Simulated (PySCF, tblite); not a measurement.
Species: C7H6N2O.
Structure used (GFN2-xTB), in Å, numbered top down from 1:
```
atom  x, y, z in Å
N1     0.4403    2.6212   -2.2416
C2     0.1650    1.8771   -1.4185
C3    -0.1984    0.9199   -0.4234
C4    -1.1819   -0.1819   -0.7854
C5    -1.0529   -1.1724    0.3811
C6     0.4043   -1.0719    0.8565
C7     0.7683    0.3777    0.5763
C8     2.1397    0.7728    0.6233
N9     3.2462    1.0579    0.6586
O10   -0.2140    1.3173    0.9215
H11   -0.8747   -0.6285   -1.7333
H12   -2.1956    0.2037   -0.8898
H13   -1.7166   -0.8639    1.1890
H14   -1.3147   -2.1857    0.0847
H15    1.0661   -1.7187    0.2767
H16    0.5113   -1.3157    1.9129
```

Computed, not measured: PBE0/pcSseg-1 in PySCF (dipole) on a GFN2-xTB geometry, gas phase.

Masses are those of the commonest isotopes; rigid-rotor values at the optimised geometry. The values belong to one conformer with, in the numbering `[N:1]#[C:2][C@@:3]12[CH2:4][CH2:5][CH2:6][C@:7]1([C:8]#[N:9])[O:10]2`, C2–C3–C4–C5 167°, C3–C4–C5–C6 -31°, C4–C5–C6–C7 31°, C5–C6–C7–C8 -167°.

(1) Give the principal moments of inertia and the rotational constants in cm⁻¹.

(2) Classify the top.

(3) Is it planar, by Δ = Ic − Ia − Ib?

(4) Give the other two planar moments, Paa and Pbb, and the rms extents of the mass along the axes.

(5) Where do the levels up to J = 4 lie, in K?

(6) Which lines would a microwave search look for?

(7) Estimate the classical rotational partition function at 100 K, 200 K and 500 K.

Answers

(1) Ia = 292.04, Ib = 325.20, Ic = 532.33 u·Å²; 505379 MHz·u·Å²/I gives 1731, 1554 and 949.4 MHz, that is A = 0.05772, B = 0.05184, C = 0.03167 cm⁻¹.

(2) An asymmetric top. Ray's parameter κ = (2B − A − C)/(A − C) = 0.548; −1 is the prolate and +1 the oblate limit.

(3) Not planar: Δ = Ic − Ia − Ib = -84.91 u·Å². For a rigid frame Δ = −2 Σ m c², so Σ m c² = 42.45 u·Å² lies off the ab plane: 5.72 from hydrogen and 36.73 from heavier atoms. The atom farthest from that plane is 1.44 Å away.

(4) Paa = Σ m a² = (Ib + Ic − Ia)/2 = 282.74 and Pbb = Σ m b² = (Ia + Ic − Ib)/2 = 249.58 u·Å². With the mass M = 134.05 u, the rms extents √(P/M) along a, b and c are 1.45, 1.36, 0.56 Å.

(5) Above 0(0,0), as E/k:
J = 1: 1(0,1) 0.120, 1(1,1) 0.129, 1(1,0) 0.158
J = 2: 2(0,2) 0.338, 2(1,2) 0.340, 2(1,1) 0.427, 2(2,1) 0.452, 2(2,0) 0.475
J = 3: 3(0,3) 0.645, 3(1,3) 0.646, 3(1,2) 0.805, 3(2,2) 0.813, 3(2,1) 0.888, 3(3,1) 0.939, 3(3,0) 0.953
J = 4: 4(0,4) 1.043, 4(1,4) 1.043, 4(1,3) 1.272, 4(2,3) 1.273, 4(2,2) 1.424, 4(3,2) 1.445, 4(3,1) 1.506, 4(4,1) 1.589, 4(4,0) 1.597
The levels of one J sum to (2J + 1)J(J + 1)(A + B + C)/3.

(6) The dipole components are |μa| = 6.28 D, |μb| = 0.00 D, |μc| = 0.90 D; the mirror of this Cs structure is the ac plane, so μb vanishes by symmetry (the 0.01 D computed is a residue) and there are no b-type lines. The squared components, which scale the intensities, stand as 1.00 : 0.02 (a : c). Some lines, for components of 0.1 D or more:

```tsv
type	branch	J(Ka,Kc)	MHz	lower level (cm⁻¹)
a	Q	5(4,1) ← 5(4,2)	947	1.554
a	Q	2(1,1) ← 2(1,2)	1814	0.236
a	Q	5(3,2) ← 5(3,3)	2816	1.430
a	Q	4(2,2) ← 4(2,3)	3128	0.885
a	R	2(1,2) ← 1(1,1)	4402	0.089
a	Q	5(2,3) ← 5(2,4)	4691	1.270
c	R	2(1,1) ← 1(0,1)	6393	0.084
a	R	3(2,2) ← 2(2,1)	7510	0.314
a	R	3(1,2) ← 2(1,1)	7880	0.297
a	R	4(0,4) ← 3(0,3)	8285	0.449
c	R	3(1,2) ← 2(0,2)	9728	0.235
a	R	4(1,3) ← 3(1,2)	9730	0.560
c	R	3(3,0) ← 2(2,0)	9980	0.330
a	R	4(3,2) ← 3(3,1)	10537	0.653
a	R	4(2,2) ← 3(2,1)	11153	0.617
c	R	4(1,3) ← 3(0,3)	13059	0.449
a	R	5(4,2) ← 4(4,1)	13486	1.104
c	R	5(4,1) ← 4(3,1)	16170	1.047
c	R	5(2,3) ← 4(1,3)	16266	0.884
c	R	5(4,2) ← 4(3,2)	16497	1.004
c	R	5(5,0) ← 4(4,0)	16890	1.110
c	R	5(5,1) ← 4(4,1)	16975	1.104
```

(7) Point group Cs, symmetry number σ = 1; q = (√π/σ)·√((kT/h)³/(ABC)), k/h = 20836.6 MHz/K: 106000 at 100 K, 298000 at 200 K, 1180000 at 500 K.

Its GFN2-xTB frequencies are all real (lowest 88 cm⁻¹). Constants of a rigid frame at the computed geometry: no zero-point averaging, no centrifugal distortion. Quadrupole hyperfine structure (14N) is left out.
